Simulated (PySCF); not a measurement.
Cartesian coordinates (Å):
SMILES: [CH2]OC
```xyz
8

C      1.3029    -0.1396     0.0839
O      0.1559    -0.0481     0.7808
C     -0.9911     0.1949    -0.0005
H      1.2534    -0.4052    -0.9679
H      2.1687    -0.3719     0.6873
H     -0.9167     1.1608    -0.5112
H     -1.8452     0.2054     0.6747
H     -1.1280    -0.5961    -0.7472
```
Charge 0, spin multiplicity 2.

Problem. Estimate the dipole moment, highest occupied spin orbital and total energy that PBE0-D4/def2-TZVP run with PySCF returns for this input.

Solution. 
```yaml
dipole_moment: 1.31 D
highest_occupied_spin_orbital: -5.09 eV
total_energy: -154.2471 Ha
```
